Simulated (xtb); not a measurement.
xtb input (GFN2-xTB):

```bash
xtb mol.xyz --gfn 2 --sp --chrg -1 --uhf 0
```
mol.xyz:
```
15

C      1.20355399    -0.10198970    -1.48482192
Si     0.10400947     0.00328413    -0.11090954
C     -1.63911238     0.55203414    -0.66917389
C     -0.29544878    -1.51424390     1.02253633
N      0.66296663     1.15217832     1.13674939
H      2.24273034    -0.40708733    -1.36168274
H      0.81517460    -0.28331015    -2.48593235
H     -2.07852628    -0.17358940    -1.36155466
H     -2.31353936     0.65536026     0.18700902
H     -1.58824347     1.51678115    -1.17994803
H     -0.91983430    -1.25636300     1.88923203
H      0.63061756    -1.96664855     1.39390742
H     -0.82204688    -2.28192255     0.44727922
H      0.87793267     0.76668944     2.04712689
H      1.44487923     1.70406097     0.80880813
```

End of the output:

```
         :::::::::::::::::::::::::::::::::::::::::::::::::::::
         ::                     SUMMARY                     ::
         :::::::::::::::::::::::::::::::::::::::::::::::::::::
         :: total energy             -16.278365146174 Eh    ::
         :: gradient norm              0.029289644246 Eh/a0 ::
         :: HOMO-LUMO gap              4.942450788648 eV    ::
         ::.................................................::
         :: SCC energy               -16.507972536591 Eh    ::
         :: -> isotropic ES            0.144851890657 Eh    ::
         :: -> anisotropic ES          0.023364375158 Eh    ::
         :: -> anisotropic XC          0.000634962409 Eh    ::
         :: -> dispersion             -0.010554967420 Eh    ::
         :: repulsion energy           0.229607390417 Eh    ::
         :: add. restraining           0.000000000000 Eh    ::
         :: total charge              -1.000000000000 e     ::
         :::::::::::::::::::::::::::::::::::::::::::::::::::::

           -------------------------------------------------
          |                Property Printout                |
           -------------------------------------------------

    * Orbital Energies and Occupations

         #    Occupation            Energy/Eh            Energy/eV
      -------------------------------------------------------------
         1        2.0000           -0.4942777             -13.4500
       ...           ...                  ...                  ...
         4        2.0000           -0.3613034              -9.8316
         5        2.0000           -0.3165205              -8.6130
         6        2.0000           -0.2953507              -8.0369
         7        2.0000           -0.2866289              -7.7996
         8        2.0000           -0.2840371              -7.7290
         9        2.0000           -0.2787135              -7.5842
        10        2.0000           -0.2777155              -7.5570
        11        2.0000           -0.2307801              -6.2798
        12        2.0000           -0.2223021              -6.0491
        13        2.0000           -0.1914130              -5.2086
        14        2.0000           -0.1846900              -5.0257
        15        2.0000           -0.1625713              -4.4238
        16        2.0000           -0.0763902              -2.0787 (HOMO)
        17                          0.1052415               2.8638 (LUMO)
        18                          0.1073226               2.9204
        19                          0.1353140               3.6821
        20                          0.2194392               5.9712
        21                          0.2586067               7.0370
        22                          0.2693481               7.3293
        23                          0.3391361               9.2284
        24                          0.3593188               9.7776
        25                          0.3785074              10.2997
        26                          0.3841749              10.4539
        27                          0.3981564              10.8344
       ...                                ...                  ...
        35                          0.9905193              26.9534
      -------------------------------------------------------------
                  HL-Gap            0.1816317 Eh            4.9425 eV
             Fermi-level            0.0144256 Eh            0.3925 eV

     #   Z          covCN         q      C6AA      α(0)
     1   6 C        2.735    -0.345    37.816    10.068
     2  14 Si       3.445     0.388   106.284    20.106
     3   6 C        3.645    -0.169    24.176     7.067
     4   6 C        3.639    -0.174    24.320     7.093
     5   7 N        2.537    -0.459    32.111     8.416
     6   1 H        0.925    -0.072     4.669     3.379
     7   1 H        0.925    -0.066     4.502     3.318
     8   1 H        0.924    -0.054     4.182     3.198
     9   1 H        0.924    -0.042     3.895     3.086
    10   1 H        0.924    -0.045     3.974     3.117
    11   1 H        0.923    -0.037     3.795     3.047
    12   1 H        0.924    -0.052     4.134     3.180
    13   1 H        0.924    -0.044     3.959     3.112
    14   1 H        0.860     0.082     1.977     2.202
    15   1 H        0.861     0.089     1.904     2.161

 Mol. C6AA /au·bohr⁶  :       2572.018708
 Mol. C8AA /au·bohr⁸  :      69661.634201
 Mol. α(0) /au        :         82.549600

Wiberg/Mayer (AO) data.
largest (>0.10) Wiberg bond orders for each atom

 ---------------------------------------------------------------------------
     #   Z sym  total        # sym  WBO       # sym  WBO       # sym  WBO
 ---------------------------------------------------------------------------
     1   6 C    3.659 --     2 Si   1.568     7 H    0.973     6 H    0.973
     2  14 Si   4.004 --     1 C    1.568     5 N    0.921     3 C    0.781
                             4 C    0.775
     3   6 C    3.927 --     8 H    1.013    10 H    1.013     9 H    1.006
                             2 Si   0.781
     4   6 C    3.917 --    12 H    1.007    13 H    1.006    11 H    0.996
                             2 Si   0.775
     5   7 N    3.033 --    15 H    0.995    14 H    0.993     2 Si   0.921
     6   1 H    0.995 --     1 C    0.973
     7   1 H    0.996 --     1 C    0.973
     8   1 H    0.997 --     3 C    1.013
     9   1 H    0.998 --     3 C    1.006
    10   1 H    0.998 --     3 C    1.013
    11   1 H    0.999 --     4 C    0.996
    12   1 H    0.997 --     4 C    1.007
    13   1 H    0.998 --     4 C    1.006
    14   1 H    0.993 --     5 N    0.993
    15   1 H    0.992 --     5 N    0.995
 ---------------------------------------------------------------------------

Topologies differ in total number of bonds
Writing topology from bond orders to xtbtopo.mol

molecular dipole:
                 x           y           z       tot (Debye)
 q only:       -0.090       0.195       0.637
   full:       -0.562      -0.105       1.227       3.440
molecular quadrupole (traceless):
                xx          xy          yy          xz          yz          zz
 q only:       -0.721       1.128       2.404       2.963       0.970      -1.683
Note: The following floating-point exceptions are signalling: IEEE_UNDERFLOW_FLAG IEEE_DENORMAL
normal termination of xtb
  q+dip:        0.336       1.065       0.750       3.817       0.741      -1.086
   full:        0.850       1.126       0.992       6.067       0.334      -1.842

           -------------------------------------------------
          | TOTAL ENERGY              -16.278365146174 Eh   |
          | GRADIENT NORM               0.029289644246 Eh/α |
          | HOMO-LUMO GAP               4.942450788648 eV   |
           -------------------------------------------------

------------------------------------------------------------------------
------------------------------------------------------------------------
 total:
 SCF:
```

It need not be the lowest isomer of its formula. Whether it binds its extra electron was not tested at this geometry.
